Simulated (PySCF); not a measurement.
**Worked example: entropy of an ideal gas**

B(H)2(PH2) (BH4P), SMILES BP.

Geometry: B3LYP-D3(BJ)/def2-TZVP.

B3LYP-D3(BJ)/def2-TZVP in PySCF gives the harmonic wavenumbers 431, 488, 532, 744, 887, 929, 1121, 1187, 2441, 2460, 2603, 2694 cm⁻¹ and the rotational temperatures 4.2276, 0.6368, 0.5862 K. The molar mass is 45.82 g/mol, the symmetry number 1, the spin multiplicity 1.

Task: Work out the entropy at 298.15 K and 1 atm in the rigid-rotor, harmonic-oscillator model.

Result: 
Translation (Sackur–Tetrode at 1 atm): S = R[1.5 ln M + 2.5 ln T − 1.16487] = 156.4 J/(mol K).
Rotation: q = (√π/σ) T^1.5/√(θA θB θC) = 7260, S = R[ln q + 3/2] = 86.4 J/(mol K).
Vibration: with u = 1.4388 ν/T, each mode gives R[u/(e^u − 1) − ln(1 − e^−u)]:
| ν (cm⁻¹) | modes | u | S (J/(mol K)) |
|---|---|---|---|
| 431 | 1 | 2.08 | 3.58 |
| 488 | 1 | 2.35 | 2.88 |
| 532 | 1 | 2.57 | 2.44 |
| 744 | 1 | 3.59 | 1.08 |
| 887 | 1 | 4.28 | 0.62 |
| 929 | 1 | 4.48 | 0.52 |
| 1121 | 1 | 5.41 | 0.24 |
| 1187 | 1 | 5.73 | 0.18 |
The stiffer modes add less than 0.005 each. Sum 11.5 J/(mol K).
Spin: R ln 1 = 0.0 J/(mol K).
Total 254.4 J/(mol K); the program's own thermochemistry gives 254.4. Translation makes up 62 % and vibration 5 %. Anharmonicity, hindered rotation and orbital degeneracy are left out.
